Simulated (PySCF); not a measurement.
iodoethane (C₂H₅I), SMILES CCI. Geometry: PBE-D3(BJ)/def2-SVP. The def2 effective core potentials stand for the cores of I; spin–orbit coupling is left out.

All values below come from PBE-D3(BJ)/def2-SVP (PySCF 2.14.0).

Harmonic wavenumbers (cm⁻¹): 250, 256, 488, 723, 941, 947, 1051, 1174, 1201, 1339, 1404, 1408, 1422, 2966, 3034, 3055, 3078, 3111. Rotational constants (GHz): 29.16, 2.882, 2.714; symmetry number 1.

Q: Work out the zero-point energy and the ideal-gas rigid-rotor harmonic-oscillator thermochemistry at 298.15 K and 1 atm.

A: ZPE = ½ Σ hcν = ½ × 27846 cm⁻¹ = 166.56 kJ/mol. H − E(el) = 180.38 kJ/mol. Entropy in J/(mol K): translation 171.72, rotation 103.59, vibration 20.33, total 295.65. G − E(el) = 92.24 kJ/mol. Cp = 65.27 J/(mol K).
